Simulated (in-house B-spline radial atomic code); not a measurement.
A run on As that did not converge. Method: scalar-relativistic (X2C) wB97X, spin-polarised, spherical fractional occupations, Fermi nucleus of rms radius 4.0968 fm; computed with an all-electron radial atomic-structure program (B-spline basis).

Command:
```bash
python run_scf.py task.json out
```
Settings (nuclear radius in fm, mass in u):
```
Z                33
configuration    [Ne] 3s2 3p5 3d10 4s2 4p3 4d1
hamiltonian      x2c
method           wb97x
spin_polarised   True
nucleus          fermi
rms_radius       4.0968
atomic_mass      74.92159
speed_of_light   137.035999084
```

First and last ten iterations of the last attempt (damped for 15 steps, keeping 80 % of the old Fock matrix, then DIIS):
```
 iter        energy (Eh)    residual
    1       -2254.164793    3.95e-01
    2       -2254.643581    1.72e-01
    3       -2255.079791    1.05e-01
    4       -2255.264722    6.29e-02
    5       -2255.316254    3.73e-02
    6       -2255.353773    2.46e-02
    7       -2255.366105    1.72e-02
    8       -2255.370488    1.22e-02
    9       -2255.372311    8.79e-03
   10       -2255.373216    6.60e-03
  111       -2255.375620    4.10e-04
  112       -2255.375594    5.28e-04
  113       -2255.375617    3.69e-04
  114       -2255.375632    2.27e-04
  115       -2255.375652    2.44e-03
  116       -2255.375650    2.03e-04
  117       -2255.375629    2.86e-04
  118       -2255.375623    3.40e-04
  119       -2255.375613    5.01e-04
  120       -2255.375624    3.04e-04
 not converged after 120 iterations
```

The smallest residual met was 1.7e-04; the threshold is about 3e-07. No energy from this run should be used. Run time, properties included: 61 s on 1 thread of Arm Neoverse V2 (shared host).
